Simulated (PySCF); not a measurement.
Why did this PySCF run fail?

```python
from pyscf import gto, dft

mol = gto.M(
    atom='Ca 0 0 0; O 0 0 2.037',
    basis='def2-svpd',
    charge=0,
    spin=0,
    verbose=3,
)
mf = dft.RKS(mol, xc='revtpss')
mf.max_cycle = 5
mf.kernel()
mf.analyze()
print('orbital energies (hartree):', mf.mo_energy[..., max(0, mol.nelec[1]-3):mol.nelec[0]+3].round(4))
```

```bash
$ OMP_NUM_THREADS=1 python input.py
```

The log, shortened:

```
SCF not converged.
SCF energy = -752.151748976094
**** MO energy ****
[3 lines left out]
MO #4   energy= -12.2483172326743  occ= 2
MO #5   energy= -12.2483172326742  occ= 2
MO #6   energy= -12.2462840046325  occ= 2
MO #7   energy= -1.69324124972064  occ= 2
MO #8   energy= -0.997713399562074 occ= 2
MO #9   energy= -0.997713399562067 occ= 2
MO #10  energy= -0.983454315551451 occ= 2
MO #11  energy= -0.621585087384369 occ= 2
MO #12  energy= -0.125086173608894 occ= 2
MO #13  energy= -0.107421553493772 occ= 2
MO #14  energy= -0.107421553493769 occ= 2
MO #15  energy= -0.0951981209892825 occ= 0
MO #16  energy= -0.0359533585293781 occ= 0
MO #17  energy= -0.0359533585293725 occ= 0
[33 lines left out]
 ** Mulliken atomic charges  **
charge of    0Ca =      0.45662
charge of    1O =     -0.45662
Dipole moment(X, Y, Z, Debye):  0.00000, -0.00000,  3.73746
orbital energies (hartree): [-0.1251 -0.1074 -0.1074 -0.0952 -0.036  -0.036 ]
```

Problem. Which setting is at fault, why, and what does a mended input give?

Solution. The cycle limit (5): the limit is below the number of cycles that the SCF needs. With this edit
```diff
- mf.max_cycle = 5
```
the run finishes: E(SCF) = -752.407030 Eh, μz(SCF) = -9.12 D.

Stability towards an unrestricted solution was not tested. The bond length is a typed value, not an optimised one.
